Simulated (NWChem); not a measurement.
SiNH2F3; SMILES N[Si](F)(F)F

```xyz
7

N     -0.0071    -1.6276     0.4278
Si     0.0000    -0.0014    -0.0011
F     -1.3083     0.3345    -0.8581
F      1.3146     0.3247    -0.8522
F      0.0012     1.0510     1.2101
H     -0.8519    -2.0897     0.7403
H      0.8323    -2.0965     0.7442
```
Atoms are numbered in this order, from 1.

Computed with NWChem. Coordinates come from a PBE0/def2-SVP optimisation. Level: PBE0/def2-SVP with SMD (1 M gas to 1 M solution), gas-phase geometry. Reactions with the solvent are ignored.

What does the run give for solvent n-hexane? Quantities: solvation free energy (kcal/mol); cavity-dispersion-structure term (kcal/mol); dipole in solution (D).


```json
{
  "solvation free energy (kcal/mol)": "-2.2",
  "cavity-dispersion-structure term (kcal/mol)": "0.9",
  "dipole in solution (D)": "3.36"
}
```
